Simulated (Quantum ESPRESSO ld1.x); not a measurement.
Values are calculated unless marked as measured or tabulated.
Input (ld1.x (Quantum ESPRESSO 7.5)):

```
 &input
    atom='Be',
    iswitch=1,
    rel=0,
    dft='PW91',
    config='[He] 2s1 2p0 3s0 3d0',
    verbosity='high',
    prefix='ld1',
    max_out_wfc=37,
    file_charge='ld1.rho',
 /
```

Output:

```
     Program LD1 v.7.5 starts

     --------------------------- All-electron run ----------------------------

     atomic number is  4.00
     dft =PW91   lsd =0 sic =0 latt =0  beta=0.20 tr2=1.0E-14
     Exchange-correlation= PW91
                           (   1   4   2   2   0   0   0)
     mesh =1625 r(mesh) = 100.05356 a.u. xmin = -7.00 dx = 0.00800
     1 Ry =  13.60569312 eV

     n l     nl                  e(Ry)          e(Ha)          e(eV)
     1 0     1S 1( 2.00)      -8.674672756      -4.337336378   -118.0249355
     2 0     2S 1( 1.00)      -1.008717468      -0.504358734    -13.7243003
     2 1     2P 1( 0.00)      -0.720194192      -0.360097096     -9.7987412
     3 0     3S 1( 0.00)      -0.271961620      -0.135980810     -3.7002263
     3 2     3D 1( 0.00)      -0.175124705      -0.087562353     -2.3826930

     final scf error:  6.8E-15 reached in  22 iterations

     Etot =     -28.592014 Ry,     -14.296007 Ha,    -389.014171 eV

     Ekin =      28.478109 Ry,      14.239054 Ha,     387.464411 eV
     Encl =     -63.669427 Ry,     -31.834714 Ha,    -866.266688 eV
     Eh   =      11.626310 Ry,       5.813155 Ha,     158.184003 eV
     Exc  =      -5.027006 Ry,      -2.513503 Ha,     -68.395897 eV

     normalization and overlap integrals

     s(1S/1S) =  1.000000  <r> =   0.4196  <r2> =    0.2399  r(max) =   0.2665
     s(1S/2S) = -0.000000
     s(1S/3S) =  0.000000
     s(2S/2S) =  1.000000  <r> =   2.2923  <r2> =    6.1956  r(max) =   1.8921
     s(2S/3S) = -0.000000
     s(2P/2P) =  1.000000  <r> =   2.4032  <r2> =    7.0676  r(max) =   1.8921
     s(3S/3S) =  1.000000  <r> =   5.9859  <r2> =   41.1242  r(max) =   5.3963
     s(3D/3D) =  1.000000  <r> =   6.0538  <r2> =   42.9989  r(max) =   4.9814

     ------------------------ End of All-electron run ------------------------
```

Run on one thread of a shared host, so times are rough (Intel(R) Xeon(R) Processor @ 2.60GHz): 0.37 s of CPU time, 1.4 s wall, 22 iterations on 1625 mesh points.
